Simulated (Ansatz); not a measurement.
Geometry optimisation, RKS PBE-D4/def2-SVP (Ansatz).

Input:

```yaml
crystal:
  periodic: [false, false, false]
  atoms:
    - { symbol: Si, position_ang: [-1.905, 0.1078, 1.1078] }
    - { symbol: C, position_ang: [-0.2454, 0.153, 0.3523] }
    - { symbol: "N", position_ang: [-0.2864, -0.6202, -0.876] }
    - { symbol: C, position_ang: [0.8534, -0.7997, -1.6132] }
    - { symbol: Sb, position_ang: [2.7481, -0.0168, -1.2292] }
    - { symbol: H, position_ang: [-1.9491, 0.9595, 2.3341] }
    - { symbol: H, position_ang: [-2.8761, 0.7451, 0.1446] }
    - { symbol: H, position_ang: [-2.3154, -1.2125, 1.3907] }
    - { symbol: H, position_ang: [0.462, -0.2729, 1.132] }
    - { symbol: H, position_ang: [0.0439, 1.2078, 0.16] }
    - { symbol: H, position_ang: [-0.87139, -1.17605, -1.53206] }
    - { symbol: H, position_ang: [2.7434, -0.5069, 0.4898] }
    - { symbol: H, position_ang: [2.0852, 1.6318, -0.8934] }
basis:
  gaussian: { orbitals: def2-SVP }
hamiltonian:
  xc: pbe
  dispersion: d4
relax:
  f_tol: 0.02
  max_steps: 50
output:
  orbitals: {}
```

Launched with:

```bash
$ ansatz run input.yaml --threads 2 --pin off --max-ram 3072MiB --backend cpu --events-out ev --progress --plain --runs-dir out
```

Question: Where does it end, and by what steps?

Answer: It converged. After 7 steps the energy has fallen by 1.309 eV; H11 moved furthest, 0.35 Å.

| step | energy less start (eV) | largest force component (eV/Å) | accepted |
| --- | --- | --- | --- |
| 0 | 0.0000 | 4.933 | yes |
| 1 | -0.8603 | 2.613 | yes |
| 2 | -1.1922 | 1.896 | yes |
| 3 | -1.2771 | 0.528 | yes |
| 4 | -1.3058 | 0.178 | yes |
| 5 | -1.3092 | 0.036 | yes |
| 6 | -1.3094 | 0.021 | yes |
| 7 | -1.3095 | 0.007 | yes |

```xyz
13
Properties=species:S:1:pos:R:3
Si -1.986 0.134 1.097
C -0.247 0.123 0.310
N -0.144 -0.646 -0.960
C 0.847 -0.887 -1.783
Sb 2.834 0.026 -1.207
H -1.932 0.956 2.353
H -2.980 0.731 0.138
H -2.413 -1.271 1.424
H 0.486 -0.290 1.036
H 0.079 1.168 0.118
H -1.044 -1.073 -1.247
H 2.775 -0.385 0.495
H 2.213 1.613 -0.806
```

Whether the end is a true minimum wasn't checked by a vibrational analysis.

Time of the run: 30 s on 2 threads of Arm Neoverse V1 (shared host), peak memory 0.17 GiB.
